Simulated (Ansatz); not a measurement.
The cluster Cu₃Cl₄⁻. Total charge -1; singlet. Geometry PBE-D4/def2-SVPD.

```xyz
7

Cu   -1.801    1.421   -0.932
Cu   -0.365   -0.355    0.231
Cu    1.949   -1.277    0.838
Cl    3.302   -0.585    2.337
Cl   -1.452    1.277    1.241
Cl    0.603   -2.103   -0.703
Cl   -2.238    1.621   -3.013
```

B3LYP takes the VWN-RPA correlation. No other spin state of charge -1 was run. The structure comes from a short search, and lower isomers may exist.

Task: Estimate the orbital energies around the gap (eV) in Ansatz with PBE-D4/def2-TZVPD, r2SCAN-D4/def2-TZVPD, B3LYP-D4/def2-TZVPD, PBE0-D4/def2-TZVPD.

Result: 
| orbital | PBE-D4/def2-TZVPD | r2SCAN-D4/def2-TZVPD | B3LYP-D4/def2-TZVPD | PBE0-D4/def2-TZVPD |
| --- | --- | --- | --- | --- |
| HOMO−5 | -2.68 | -2.77 | -3.99 | -4.22 |
| HOMO−4 | -2.66 | -2.77 | -3.99 | -4.21 |
| HOMO−3 | -2.49 | -2.66 | -3.86 | -4.11 |
| HOMO−2 | -2.41 | -2.58 | -3.80 | -4.05 |
| HOMO−1 | -2.40 | -2.58 | -3.79 | -4.04 |
| HOMO | -2.17 | -2.30 | -3.49 | -3.73 |
| LUMO | 0.97 | 1.21 | 1.53 | 1.79 |
| LUMO+1 | 1.63 | 1.87 | 2.25 | 2.49 |
| LUMO+2 | 2.11 | 2.38 | 2.55 | 2.74 |
| LUMO+3 | 2.14 | 2.51 | 2.57 | 2.78 |
| LUMO+4 | 2.35 | 2.73 | 2.83 | 3.06 |
| LUMO+5 | 2.94 | 3.38 | 3.19 | 3.40 |
